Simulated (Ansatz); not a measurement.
Mulliken charges of CH6BClSi (`BC[SiH2]Cl`) from PBE/def2-TZVPP in Ansatz (PBE0-D4/def2-TZVP geometry).

```tsv
atom	x (Å)	y (Å)	z (Å)	charge (e)
B1	-1.285	0.950	0.111	-0.105
C2	-0.599	-0.351	-0.338	-0.209
Si3	1.206	-0.326	0.175	0.339
Cl4	2.091	-2.079	-0.442	-0.222
H5	-1.282	1.916	-0.597	0.025
H6	-1.781	1.037	1.197	0.025
H7	-0.562	-0.484	-1.424	0.122
H8	-0.995	-1.252	0.143	0.122
H9	1.353	-0.251	1.647	-0.048
H10	1.938	0.789	-0.469	-0.048
```

Q: By hand: the dipole of these point charges (1 e Å = 4.8032 D).

A: Σ q r = (-0.220, 0.161, 0.019) e Å, of length 0.273 e Å = 1.31 D.

Q: How does the dipole of the full density compare? (Estimate.)

A: The calculation gave: (-0.130, 0.038, -0.017) e Å, 0.66 D; the point charges give 1.98 times that, at 23° from its direction.

Point charges leave out the atoms' own dipoles, such as those of lone pairs, and Mulliken's split depends on the basis, so the two needn't agree.
